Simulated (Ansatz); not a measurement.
Start from `CC(=O)O[Si](Cl)(OC(C)=O)OC(C)=O` and change one atom or group to get `CC(=O)O[Si](OC(C)=O)(OC(C)=O)OC(C)=O`.

Ansatz, PBE0-D4/def2-TZVP geometries, multiplicity 1. Each molecule was computed in one conformer, which needn't be the lowest.

| property | `CC(=O)O[Si](Cl)(OC(C)=O)OC(C)=O` |
| --- | --- |
| HOMO energy (PBE0/def2-TZVPP) / eV | -8.29 |
| HOMO–LUMO gap (ωB97M-V/def2-TZVPP) / eV | 12.56 |
| size of the dipole moment (ωB97M-V/def2-TZVPP) / D | 2.34 |
| LUMO energy (B3LYP/def2-TZVPP) / eV | -0.69 |
| size of the dipole moment (B3LYP/def2-TZVPP) / D | 2.33 |
| HOMO–LUMO gap (PBE0/def2-TZVPP) / eV | 7.87 |

Q: Give the same properties after the change, and the shifts. (Estimate.)

A: Ansatz gave: 
```tsv
property	`CC(=O)O[Si](OC(C)=O)(OC(C)=O)OC(C)=O`	shift
HOMO energy (PBE0/def2-TZVPP) / eV	-8.24	0.05
HOMO–LUMO gap (ωB97M-V/def2-TZVPP) / eV	12.71	0.15
size of the dipole moment (ωB97M-V/def2-TZVPP) / D	0.00	-2.34
LUMO energy (B3LYP/def2-TZVPP) / eV	-0.53	0.16
size of the dipole moment (B3LYP/def2-TZVPP) / D	0.00	-2.33
HOMO–LUMO gap (PBE0/def2-TZVPP) / eV	8.01	0.14
```

With PBE0 the HOMO rises by 0.05 eV and the LUMO rises by 0.17 eV, so the gap widens by about 0.12 eV. PBE moves the HOMO by 0.03 eV and ωB97M-V by 0.04 eV.

B3LYP here is the variant with VWN-RPA as its local correlation; programs differ in this.
